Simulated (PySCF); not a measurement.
A PySCF script (with the pyscf-properties extension) for the NMR shieldings of `C#CCBc1cccs1`, C$_{7}$H$_{7}$BS, on a GFN2-xTB geometry:

```python
import basis_set_exchange as bse
import numpy as np
from pyscf import gto, dft
from pyscf.prop import nmr

atoms = """
C    -2.562675    0.947804    1.261445
C    -2.294919    0.123294    0.434993
C    -2.027091   -0.886041   -0.564357
B    -0.531849   -1.192031   -0.991948
C     0.700539   -0.446817   -0.497545
C     0.842223    0.609240    0.376543
C     2.166735    1.024573    0.576284
C     3.056663    0.286620   -0.147876
S     2.287656   -0.919929   -1.079227
H    -2.775604    1.675939    1.986064
H    -2.577213   -0.611695   -1.472950
H    -2.483408   -1.823363   -0.224111
H    -0.380733   -2.063024   -1.765780
H    -0.004733    1.063969    0.857734
H     2.453015    1.832149    1.226828
H     4.123796    0.388254   -0.185057
"""
names = dict.fromkeys(["C", "B", "S", "H"], "pcSseg-1")
basis = {el: gto.basis.parse(bse.get_basis(n, elements=[el], fmt="nwchem")) for el, n in names.items()}
mol = gto.M(atom=atoms, basis=basis, charge=0, verbose=0)
mf = dft.RKS(mol, xc="PBE0")
mf.grids.level = 2
mf.grids.alignment = dft.numint.BLKSIZE   # the property module wants whole blocks of grid points
mf.conv_tol = 1e-9
mf.kernel()

calc = nmr.RKS(mf)   # GIAO
C = mf.mo_coeff
Co = C[:, mf.mo_occ > 0]
resp = mf.gen_response(singlet=True, hermi=2)
def vind(x):   # induced exchange potential for any number of trial vectors
    d = np.einsum("pi,xij,qj->xpq", C, 2 * x.reshape(-1, C.shape[1], Co.shape[1]), Co, optimize=True)
    return np.einsum("xpq,pi,qj->xij", resp(d - d.transpose(0, 2, 1)), C, Co, optimize=True).ravel()
mo1, _ = nmr.rhf.solve_mo1(calc, with_cphf=vind)
sigma = calc.kernel(mo1)
for i, s in enumerate(sigma):   # ppm
    print("%2d %-2s %9.2f" % (i, mol.atom_pure_symbol(i), np.trace(s) / 3))
```

**Question.** Give the expected output.

**Answer.** 
```
 0 C     111.14
 1 C      95.77
 2 C     168.86
 3 B      40.27
 4 C      31.05
 5 C      37.58
 6 C      53.63
 7 C      35.19
 8 S     212.91
 9 H      30.10
10 H      28.95
11 H      28.81
12 H      25.15
13 H      21.71
14 H      24.19
15 H      23.69
```

These numbers come from an equivalent density-fitted implementation of the same equations, which agrees with the script to about 0.01 ppm for H and up to a few tenths of a ppm for heavy atoms, so last digits may differ.

Size and cost of the density-fitted run: 195 basis functions, 61 s wall time on 1 thread of an Arm Neoverse N1, shared host; peak memory 0.86 GiB.
